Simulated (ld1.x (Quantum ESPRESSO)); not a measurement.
# Scattering properties, TM potential for cadmium (Cd)

- Element: cadmium (Cd)
- Generator: ld1.x (Quantum ESPRESSO) 7.5
- Type: norm-conserving Troullier–Martins (Kleinman–Bylander form)
- Functional: PBEsol
- Relativity: scalar-relativistic
- Frozen core: [Kr]
- Valence charge: 12
- Reference configuration: 4d10 5s1 5p0 (charge +1)
- Partial waves: 5s (bound): rc 1.90 bohr; 4d (bound): rc 1.55 bohr; 4f channel at 0.45 Ry: rc 2.70 bohr; 5p (bound, empty): rc 2.55 bohr
- Local potential: the p channel
- Core correction: none

The phase is arctan(r·u′/u) with u = r·R(r), unwrapped; energies in Ry, scanned from -4 to 5 Ry. A pole is an energy at which the radial function vanishes at the test radius. The pseudo phase is shifted by a multiple of π to meet the all-electron one at the reference energy, and phase errors are pseudo minus all-electron; the curves can meet again beyond the range given. Levels narrower than the energy grid can be missing from the lists of poles.

```
channel  radius (bohr)  reference energy (Ry)  poles, all-electron  poles, pseudo  unbroken range about the reference energy with phases within 0.05 rad  phase error 1 Ry above the reference energy (rad)
      s           2.96                  -0.96                 0.05     0.00, 3.22                                                              below 0.9                                             -0.010
      p           2.96                  -0.54                 1.07           1.00                                                              below 2.3                                             -0.006
      d           2.96                  -1.51          -1.44, 2.98    -1.44, 4.06                                                             below -0.2                                             +0.025
      f           2.96                   0.45                 2.26           2.46                                                              below 2.4                                             +0.028
```

Phases in the d channel:

| E (Ry) | all-electron | pseudo |
| --- | --- | --- |
| -4.00 | 1.391 | 1.392 |
| -3.76 | 1.385 | 1.385 |
| -3.52 | 1.377 | 1.378 |
| -3.28 | 1.369 | 1.370 |
| -3.04 | 1.358 | 1.360 |
| -2.80 | 1.346 | 1.348 |
| -2.56 | 1.331 | 1.333 |
| -2.32 | 1.310 | 1.313 |
| -2.08 | 1.278 | 1.282 |
| -1.84 | 1.208 | 1.214 |
| -1.60 | 0.590 | 0.608 |
| -1.36 | -1.677 | -1.673 |
| -1.12 | -1.791 | -1.783 |
| -0.88 | -1.848 | -1.835 |
| -0.64 | -1.900 | -1.880 |
| -0.40 | -1.960 | -1.929 |
| -0.16 | -2.042 | -1.990 |
| 0.08 | -2.167 | -2.075 |
| 0.32 | -2.380 | -2.200 |
| 0.56 | -2.779 | -2.405 |
| 0.80 | -3.405 | -2.759 |
| 1.04 | -3.940 | -3.289 |
| 1.28 | -4.236 | -3.793 |
| 1.52 | -4.398 | -4.112 |
| 1.76 | -4.497 | -4.296 |
| 2.00 | -4.565 | -4.410 |
| 2.24 | -4.614 | -4.487 |
| 2.48 | -4.652 | -4.542 |
| 2.72 | -4.683 | -4.583 |
| 2.96 | -4.710 | -4.616 |
| 3.20 | -4.735 | -4.643 |
| 3.44 | -4.758 | -4.665 |
| 3.68 | -4.781 | -4.685 |
| 3.92 | -4.804 | -4.703 |
| 4.16 | -4.830 | -4.719 |
| 4.40 | -4.859 | -4.734 |
| 4.64 | -4.894 | -4.748 |
| 4.88 | -4.939 | -4.763 |
